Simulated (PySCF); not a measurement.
Task: What does the GFN2-xTB structure of `C=N[C@@]12[C@H]3C[C@@H]1[C@@H]2C3` look like in three dimensions?

Result: 
```xyz
17
C7H9N angstrom
C      2.6982    0.3502   -0.2959
N      1.8750   -0.4677    0.1983
C      0.5265   -0.2875    0.1447
C     -0.5005    0.7616   -0.4149
C     -1.2315   -0.3920   -1.1151
C     -0.5719   -1.3072   -0.1030
C     -0.5255   -0.5634    1.2055
C     -1.1584    0.7938    0.9714
H      3.7490    0.1236   -0.2047
H      2.4260    1.2740   -0.8106
H     -0.2760    1.6805   -0.9445
H     -0.8665   -0.5731   -2.1242
H     -2.3217   -0.3488   -1.1174
H     -0.4641   -2.3761   -0.1631
H     -0.3808   -1.0618    2.1480
H     -0.7370    1.5569    1.6229
H     -2.2479    0.8489    0.9929
```

Any rigid rotation of these coordinates is as good. Atoms count from 1 in this order. The 4-membered ring C3–C4–C8–C7 has internal angles of 85.3° to 91.1° (sum 351°, against 360° for a flat polygon); it is puckered, 0.15 Å rms from its mean plane, widest ring torsion 22°. Of the pairs four or more bonds apart, H13···H17 is among the closest relative to their van der Waals radii: 2.43 Å, 101 % of the sum of Bondi's values. The 3-membered ring C3–C6–C7 has internal angles of 59.4° to 60.3°. The 2 C–N bonds span 1.261 Å (C1=N2, drawn double) to 1.362 Å (N2–C3, drawn single), a spread of 0.101 Å.

Bonds between heavy atoms (Å): C1=N2 1.261, N2–C3 1.362, C3–C4 1.571, C4–C5 1.535, C5–C6 1.516, C6–C7 1.506, C7–C8 1.516, C3–C6 1.519, C3–C7 1.519, C4–C8 1.535.

Structure optimised with GFN2-xTB, isolated species.

Point group: Cs (tolerance 0.08 Å). Stationary, but not proved a minimum. The numbers are those of one conformer (C1–N2–C3–C4 0°).

All values are computed, not measured.
